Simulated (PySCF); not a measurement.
**What went wrong, or what changed?**

The sound run of [La3]− (triplet) uses PySCF 2.14.0, UKS r2SCAN, La def2-SVP with ECP46; non-relativistic Hamiltonian with scalar-relativistic core potentials where named; density fitting; no spin-orbit coupling, grid (50, 194), threshold 1e-8 and 55 cycles at the relaxed geometry. This run, with dm0 from free metal ions and neutral atoms, differs:

```python
mol = gto.M(atom='''
La     1.96130     0.09271    -0.00000
La    -0.89815     1.53458     0.00000
La    -1.06314    -1.62729    -0.00000''',
    basis={'La': 'def2-SVP'},
    ecp={'La': 'def2-SVP'},
    charge=-1, spin=2)
mf = dft.UKS(mol, xc='R2SCAN')
mf.grids.atom_grid = (15, 26)  # f atoms: unpruned
mf = mf.density_fit()  # fitting sets: La def2-universal-JKFIT
mf.conv_tol = 1e-08; mf.max_cycle = 55
mf.kernel(dm0)
mf.nuc_grad_method().kernel()
```

Task: What was changed, and how did it end?

Result: The integration grid was changed. It converged in 178 cycles, 0.935 eV from the sound run, largest force component 2.52 eV/Å. These settings are unsound on purpose: the numbers aren't the compound's.
```
init E= -95.1742189680382
cycle= 1 E= -94.5284052986572  delta_E= 0.646  |g|= 0.249  |ddm|= 2.56
cycle= 2 E= -94.1491617708421  delta_E= 0.379  |g|= 0.68  |ddm|= 2.36
cycle= 3 E= -94.1940085234471  delta_E= -0.0448  |g|= 0.587  |ddm|= 2.33
cycle= 4 E= -94.472557036454  delta_E= -0.279  |g|= 0.333  |ddm|= 1.84
cycle= 5 E= -94.5260835847093  delta_E= -0.0535  |g|= 0.259  |ddm|= 1.19
...
macro= 3  E= -94.6133161995436  delta_E= -4.32008e-05  |g|= 0.00058403  4 KF 21 JK
macro= 4  E= -94.6133223574987  delta_E= -6.15796e-06  |g|= 0.000191816  2 KF 14 JK
macro= 5  E= -94.6133223575874  delta_E= -8.86473e-11  |g|= 3.355e-05  1 KF 2 JK
macro X = 6  E=-94.6133223575874  |g|= 3.355e-05  total 14 KF 76 JK
converged SCF energy = -94.6133223575874  <S^2> = 4.175359  2S+1 = 4.2073074
```

Started from ions, an open shell can land on another state than the sound run's, and that then enters the shifts.

Run from Python with OMP_NUM_THREADS=2; the lines above give its settings. Where DIIS fails, smearing, a level shift and second-order steps follow.
It took 43 s on 2 threads of Arm Neoverse V2 (shared host).

No frequency check is given that shows the relaxed geometry to be a minimum. The relaxed state is spin-contaminated (spin squared 3.51 against 2.00). Open shells may have lower solutions than the one found.
